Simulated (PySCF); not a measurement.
Electron correlation in Cl⁺ (chlorine, charge +1)

[Ne] 3s2 3p4, high-spin 3P determinant. Calculation: PySCF 2.14, in cc-pVTZ-DK (5s4p2d1f, 34 functions); the spin-free X2C one-electron Hamiltonian (Gaussian nucleus). Frozen: [Ne]; 6 electrons correlated.

MP2 pair energies summed by pair of shells (mhartree):

```
 pair  energy  share (%)
3p-3p  -57.48       46.5
3s-3p  -56.50       45.7
3s-3s   -9.62        7.8
```

Total MP2 correlation energy: -123.60 mhartree.

Same-spin part -28.52 and opposite-spin part -95.08 mhartree; SCS-MP2 scales them by 1/3 and 6/5 to -123.60 mhartree.

```json
{"level": "CCSD", "correlation energy (mhartree)": "-147.76"}
{"level": "(T)", "correlation energy (mhartree)": "-4.19"}
{"level": "CCSD(T)", "correlation energy (mhartree)": "-151.95"}
```

Diagnostics: T1 = 0.0083, D1 = 0.0267, largest double amplitude 0.056.

Cost of the coupled-cluster step: 0.3 s of wall time on 1 thread of Intel(R) Xeon(R) Platinum 8559C (shared host), for 6 correlated electrons.

Iterations:

```
CC2 = 0
CCSD nocc = (np.int64(4), np.int64(2)), nmo = (29, 29)
frozen orbitals [[0, 1, 2, 3, 4], [0, 1, 2, 3, 4]]
max_cycle = 100
direct = 0
conv_tol = 1e-08
conv_tol_normt = 1e-06
diis_space = 8
diis_start_cycle = 0
Init t2, MP2 energy = -0.123600421982116
Init E_corr(UCCSD) = -0.123600422015469
cycle = 1  E_corr(UCCSD) = -0.14209736148248  dE = -0.0184969395  norm(t1,t2) = 0.0407911
cycle = 2  E_corr(UCCSD) = -0.146040162204945  dE = -0.00394280072  norm(t1,t2) = 0.0131438
cycle = 3  E_corr(UCCSD) = -0.14781499871898  dE = -0.00177483651  norm(t1,t2) = 0.00519575
cycle = 4  E_corr(UCCSD) = -0.147760502443307  dE = 5.44962757e-05  norm(t1,t2) = 0.000601227
cycle = 5  E_corr(UCCSD) = -0.14776271768249  dE = -2.21523918e-06  norm(t1,t2) = 8.30725e-05
cycle = 6  E_corr(UCCSD) = -0.147762645100749  dE = 7.25817408e-08  norm(t1,t2) = 1.58322e-05
cycle = 7  E_corr(UCCSD) = -0.147762896146755  dE = -2.51046005e-07  norm(t1,t2) = 3.36717e-06
cycle = 8  E_corr(UCCSD) = -0.147762791405437  dE = 1.04741318e-07  norm(t1,t2) = 8.70539e-07
cycle = 9  E_corr(UCCSD) = -0.147762810127227  dE = -1.87217898e-08  norm(t1,t2) = 1.53875e-07
cycle = 10  E_corr(UCCSD) = -0.147762808673708  dE = 1.45351867e-09  norm(t1,t2) = 2.77956e-08
UCCSD converged
E(UCCSD) = -460.6099696824596  E_corr = -0.1477628086737082
UCCSD(T) correction = -0.00418630680407836
```
